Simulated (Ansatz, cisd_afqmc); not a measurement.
System: RbCl, charge 0, singlet. RbCl (SMILES [Rb][Cl]).
B3LYP-D3(BJ)/def2-TZVP minimum from Ansatz (an electronic-structure program):
```xyz
2

Rb     0.0000     0.0000    -0.9024
Cl     0.0000     0.0000     1.9640
```

Total energies in def2-SVP, 8 correlated electrons, 9 frozen orbitals. Radicals and triplets start from unrestricted determinants; spin-orbit coupling is neglected. Cores are frozen in correlated methods (noble-gas shells, and filled d and f shells in the p block). Past Kr the def2 sets carry scalar-relativistic core potentials. AFQMC/CISD: phaseless, guided by CISD from CCSD amplitudes; bars are statistical, one sigma. Outlying blocks are dropped, and bars are widened where a walk drifts. Over all cases where full CI ran beside it in this data, AFQMC minus full CI had a median of +0.1 mEh and passed +0.4 mEh in a tenth of the cases.

The bar of a AFQMC/CISD walk is widened from 0.10 to 0.22 mEh, since its halves differ by 0.44 mEh.

```tsv
method	program	energy (Eh)	minus CCSDTQ (mEh)
HF	Ansatz	-483.23557	150.48
MP2	Ansatz	-483.37211	13.94
CCSD	Ansatz	-483.38378	2.27
CCSD(T)	Ansatz	-483.38566	0.38
CCSDT(Q)	Ansatz	-483.38605	0.00
CCSDTQ	Ansatz	-483.38605	0.00
AFQMC/CISD	cisd_afqmc	-483.3860 ± 0.0003	0.1 ± 0.3
```

Rough core times of Ansatz's runs on a shared machine: CCSD(T) under 20 s, CCSDT(Q) under 20 s, CCSDTQ 60 s.
